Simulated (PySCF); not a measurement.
# Sn⁺: excitation energy

Sn⁺ [Kr] 4d10 5s2 5p1 (2P) → Sn⁺ [Kr] 4d10 5s1 5p2 (4P), as a difference of total energies. All numbers are calculated (PySCF 2.14, scalar relativity through the core potential, in aug-cc-pwCVDZ-PP with ECP28MDF (6s5p4d1f, 48 functions)). Correlated levels: valence: 4s2 4p6 4d10 frozen. The calculations carry no spin-orbit coupling.

```
           method  excitation energy (eV)
              UHF                   4.235
    MP2 (valence)                   4.862
SCS-MP2 (valence)                   5.087
   CCSD (valence)                   5.127
CCSD(T) (valence)                   5.139
  CCSDT (valence)                   5.144
```

Problem. How much does correlation contribute at CCSD(T) (valence)?

Solution. 5.139 − (4.235) = 0.904 eV, measured against UHF.

Errors of the correlated levels include the incompleteness of this basis and the frozen core.

For comparison: 5.753 eV (measured; NIST levels, between the centres of gravity of the two terms).
